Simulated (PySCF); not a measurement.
Ga(Me)(OH)2 (CH5GaO2), SMILES [OH][Ga]([CH3])[OH]. Atoms are numbered in the order given.

```xyz
9

Ga     0.0025     0.0008     0.0018
C     -1.3708    -1.3965    -0.0568
H     -0.9732    -2.3050    -0.5346
H     -2.2324    -1.0368    -0.6371
H     -1.7050    -1.6590     0.9584
O     -0.2144     1.5268    -0.9069
H      0.5281     2.1367    -0.8045
O      1.5636    -0.0219     0.8942
H      1.7355    -0.8223     1.4053
```
Charge 0, spin multiplicity 1.

Geometry: B3LYP-D3(BJ)/def2-SVP. The structure was generated by enumeration; whether it is a known compound was not checked. Other conformers were not sampled.

All values below come from KT2/pcSseg-1 (PySCF).

GIAO shieldings, no solvent; atoms listed in one row are averaged. δ = σ(ref) − σ: ¹³C against TMS (σ = 185.1 ppm); ¹H against TMS (σ = 31.47 ppm); ¹⁷O against H2O (σ = 330.4 ppm), references at their B3LYP-D3(BJ)/def2-TZVP geometries, non-relativistic.

### Question
Estimate the chemical shifts. (Estimate from the structure and the level; the computed values follow.)

### Answer

```
nucleus       atoms  count  δ (ppm)
-------  ----------  -----  -------
¹³C              C2      1     -6.7
¹H               H9      1     2.87
¹H               H7      1     2.57
¹H       H3, H4, H5      3     0.53
¹⁷O              O8      1     95.2
¹⁷O              O6      1     77.4
```
